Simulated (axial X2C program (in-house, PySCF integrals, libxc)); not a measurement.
**Which functional? An output for VS⁺**

An SCF output computed with an in-house relativistic program for diatomic molecules for VS⁺ at 2.022 Å, two-component, state Ω = 1, V dyall-cv3z [10s10p6d4f2g], S dyall-av3z [9s8p3d2f] (cores contracted in-house), without its first line:

```
basis functions 178  fitting functions 957  grid points 5080
iter        total energy     max residual
   1      -1347.658360125     4.62e-02
   2      -1347.639241805     3.70e-02
   3      -1347.346223123     1.31e-01
   4      -1347.654627397     2.29e-02
   5      -1347.660810088     1.45e-02
   6      -1347.662433150     1.06e-02
   7      -1347.664435651     2.51e-03
   8      -1347.664576837     7.52e-04
   9      -1347.664579122     7.66e-04
  10      -1347.664593275     2.05e-04
  11      -1347.664594127     1.31e-05
  12      -1347.664594130     6.40e-06
  13      -1347.664594131     6.66e-07
converged
one-electron -2037.32789832  Coulomb 664.56401637  exact exchange 0.00000000  xc functional -70.92452065  nuclear repulsion 96.30920555  atomic mean-field constant -0.28539707
```

Question: Which level of theory produced it?
A. HF
B. PBE0
C. PBE

Answer: C. The exact-exchange term against the functional term shows a share of 0 of exact exchange.
